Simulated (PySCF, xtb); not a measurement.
ReCl₄, SMILES [Cl][Re]([Cl])([Cl])[Cl] (connectivity only; charge and spin as stated), neutral, multiplicity 4.

Harmonic wavenumbers (cm⁻¹) from GFN2-xTB (xtb) at its own minimum, in rising order: 31, 45, 47, 142, 160, 292, 292, 338, 365.

What does PBE-D3(BJ)/def2-SVP in PySCF 2.14.0 give at its own minimum? (Estimate from the structure and the level; the computed values follow.)

54, 62, 62, 137, 152, 364, 364, 380, 398. Paired by order, the mean absolute difference is 32 cm⁻¹ and the zero-point energies are 2.4 and 2.8 kcal/mol.
